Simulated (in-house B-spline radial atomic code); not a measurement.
Ionising Au3+ with different functionals

Computed with an all-electron radial atomic-structure program (B-spline basis): scalar-relativistic (spin-free X2C) Hamiltonian, Fermi nucleus of rms radius 5.4371 fm, spin-polarised at highest spin, spherical fractional occupations for the functionals, the average over the highest-spin determinants for Hartree-Fock. The ionisation energy is the difference of two self-consistent energies, [Xe] 4f14 5d8 → [Xe] 4f14 5d7, without Breit or QED terms; ε is the level of the shell that loses the electron (its least bound occupied spin orbital). There is no spin-orbit coupling in this Hamiltonian.

Hybrids are left out here: with spherical fractional occupations of an open shell their exact exchange keeps a self-interaction that integer-occupation calculations don't have.

| method | rung | ΔSCF (eV) | -ε(5d) (eV) |
| --- | --- | --- | --- |
| Hartree-Fock | Hartree-Fock | 44.76 | 45.98 |
| LDA VWN5 | LDA | 47.04 | 40.18 |
| LDA PW92 | LDA | 47.04 | 40.18 |
| LDA exchange-only | LDA | 45.19 | 38.42 |
| PBE | GGA | 46.61 | 39.78 |
| PBEsol | GGA | 46.66 | 39.83 |
| BLYP | GGA | 46.53 | 39.70 |
| RPBE | GGA | 46.50 | 39.68 |
| PW91 | GGA | 46.71 | 39.88 |
| BP86 | GGA | 46.75 | 39.92 |
| AM05 | GGA | 46.69 | 39.85 |
| OLYP | GGA | 46.64 | 39.80 |
| TPSS | meta-GGA | 46.49 | 39.68 |
| SCAN | meta-GGA | 46.51 | 39.76 |
| r2SCAN | meta-GGA | 46.54 | 39.79 |
| revTPSS | meta-GGA | 46.48 | 39.66 |

How do they compare with the NIST value?

NIST lists 45 eV ± 1.7 (tabulated theory, ground level to ground level). Errors run from -0.24 to +2.04 eV; all lie within about twice that uncertainty, so the table can't rank the methods. Hartree-Fock also lacks correlation.
